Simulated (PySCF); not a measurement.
Compound: 1,4-dimethyl-1,4-dihydropyrazine radical cation, C6H10N2 (charge +1 and doublet state).
Bonds: C1–N2, N2–C3, C3–C4 (double), C4–N5, N5–C6, N5–C7, C7–C8 (double), N2–C8. Hydrogens: H9, H10, H11 on C1; H12 on C3; H13 on C4; H14, H15, H16 on C6; H17 on C7; H18 on C8.

Theory: PBE0-D3(BJ)/def2-SVP geometry optimisation, gas phase (PySCF).

(1) Give the optimised bond lengths and angles.

Results:

(1) 
| bond | length (Å) | order |
| --- | --- | --- |
| C1–N2, N5–C6 | 1.454 | single |
| N2–C3 and 3 like bonds | 1.374 | single |
| C3=C4, C7=C8 | 1.358 | double |
| C1–H9 and 5 like bonds | 1.099 | single |
| C3–H12 and 3 like bonds | 1.090 | single |

Bonds in one row agree within 0.01 Å and their mean is given. Orders are formal, as drawn. A selection of angles:
| angle | degrees |
| --- | --- |
| C1–N2–C3 | 122.1 |
| C1–N2–C8 | 120.3 |
| C3–N2–C8 | 117.6 |
| N2–C3–C4 | 121.2 |

Dihedral angles: C1–N2–C3–C4 -179° (antiperiplanar); N2–C3–C4–N5 0° (synperiplanar); C3–C4–N5–C6 177° (antiperiplanar); C4–N5–C7–C8 -1° (synperiplanar); N5–C7–C8–N2 0° (synperiplanar); C1–N2–C8–C7 179° (antiperiplanar). The mirror-image conformer, all signs reversed, is as good.

The C–N distances run from 1.372 Å (N2–C3, drawn single) to 1.454 Å (N5–C6, drawn single), a spread of 0.082 Å. The 8 heavy atoms lie in one plane (0.018 Å rms). N2 (nitrogen bonded to 3 C) is planar (angles 122.1°, 120.3° and 117.6°, sum 360.0°, 0.01 Å off the plane of its three neighbours). C3 (carbon bonded to C, N and H) is planar (angles 121.2°, 121.2° and 117.6°, sum 360.0°, 0.00 Å off the plane of its three neighbours). Of the pairs four or more bonds apart, H9···H12 is among the closest relative to their van der Waals radii: 2.27 Å, 94 % of the sum of Bondi's values.

Point group: near Cs, missed by 0.36 Å at most; the miss may be what the optimiser left on a soft mode. Stationary, but not proved a minimum. ⟨S²⟩ = 0.757 (exact for a doublet: 0.75).

On an Arm Neoverse V1 with one thread (shared host), this took 2.4 min. These figures are those of the optimisation.
